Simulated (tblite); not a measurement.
Species: C6H12SSi2.
Cartesian coordinates in Å at the GFN2-xTB level; atoms count from 1:
```
atom  x, y, z in Å
C1    -2.0762   -1.8134   -0.2510
C2    -2.0197   -0.3182   -0.5439
Si3   -0.7943    0.6318    0.5735
Si4   -0.7261    2.8948    0.0760
C5     0.9065   -0.1244    0.2974
C6     1.9191   -0.3042    1.1931
C7     3.1042   -0.8176    0.6248
C8     2.9878   -1.0218   -0.7120
S9     1.4307   -0.5887   -1.2926
H10   -1.0970   -2.2666   -0.3883
H11   -2.3919   -1.9915    0.7744
H12   -2.7786   -2.3133   -0.9163
H13   -3.0191    0.1061   -0.4318
H14   -1.7383   -0.1735   -1.5892
H15   -1.1181    0.3125    1.9792
H16    0.2856    3.5928    0.8733
H17   -2.0047    3.5564    0.3462
H18   -0.4045    3.1603   -1.3290
H19    1.8089   -0.0769    2.2388
H20    3.9994   -1.0240    1.1849
H21    3.7174   -1.4039   -1.3984
```

Computed values, GFN2-xTB/tblite, gas phase, harmonic and unscaled. Errors from tens to a few hundred cm⁻¹ against measured bands are possible. Modes of hydrogen on silicon can be 10 to 20 % off. One conformer, not necessarily the lowest. The optimisation stopped once no atom felt more than 0.01 eV/Å.

Lowest wavenumbers of the output (negative numbers stand for imaginary wavenumbers):
```
mode    cm-1
  1     -24.4
  2      16.5
  3      52.9
  4      60.6
  5      89.6
  6      96.7
  7     182.0
  8     202.4
```

Is this structure a minimum?

Not by this Hessian. 1 mode is imaginary beyond 20i (24i cm⁻¹), so at this level the point lies at or near a first-order saddle. The curvature is small, so loose convergence or finite differences may be the whole cause.

Which atoms move in the imaginary mode?

24i: H18 (Si–H hydrogen) 33 %, H17 (Si–H hydrogen) 33 %, H16 (Si–H hydrogen) 33 %. These are shares of the mass-weighted motion.

What is the remedy?

Step along that mode in both directions, optimise again with tighter thresholds and repeat the frequencies. The zero-point energy of this point (95.9 kcal/mol) counts the 56 real modes alone, and thermal corrections from it aren't those of a minimum.

Hardware: one thread of an Arm Neoverse V2, on a shared host. Cost: 1.1 s of wall time. This covers the Hessian and the dipole derivatives.
